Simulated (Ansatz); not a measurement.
Stepwise reaction of `[SiH3][GeH3]` with hydrogen chloride, as a gas-phase model of exchange steps in deposition or etching. ΔE in kJ/mol; ΔG adds harmonic PBE0-D4 terms to CCSD(T)/CBS, at 1 bar.

Calculated with Ansatz (gas phase, PBE0-D4/def2-TZVP geometries, no zero-point term in ΔE). CCSD(T)/CBS adds triple-zeta CCSD(T) − MP2 to the extrapolated MP2 energy (def2 sets, frozen cores). This one scheme is used for every species. Functionals use def2-TZVPP. B3LYP here is the variant with VWN-RPA as its local correlation; programs differ in this. For Ge outer-core shells are correlated without core-valence functions, which leaves a few kJ/mol of doubt a bond. Scalar relativity is left out up to krypton.

```tsv
step	reaction	PBE-D4	B3LYP-D4	ωB97M-V	CCSD(T)/CBS	ΔG(400 K)
1	`[SiH3][GeH3]` + HCl → `Cl[SiH2][GeH3]` + H₂	-69.6	-69.5	-70.4	-70.5	-69.3
2	`Cl[SiH2][GeH3]` + HCl → `Cl[SiH](Cl)[GeH3]` + H₂	-80.2	-78.6	-79.5	-78.5	-73.8
3	`Cl[SiH](Cl)[GeH3]` + HCl → `Cl[Si](Cl)(Cl)[GeH3]` + H₂	-82.7	-80.7	-81.5	-79.6	-70.9
```

Q: By hand: ΔE of the 3 steps together at CCSD(T)/CBS.

A: (-70.5) + (-78.5) + (-79.6) = -228.6 kJ/mol, or -76.2 kJ/mol a step.

In ΔE step 3 is the lowest and step 1 the highest. All are downhill at CCSD(T)/CBS. ΔG lies between -73.8 and -69.3 kJ/mol a step. PBE-D4 differs from CCSD(T)/CBS by -3.1 to 0.9 kJ/mol a step. Isolated molecules leave out the surface, adducts and barriers. Largest T1 diagnostic: 0.012.
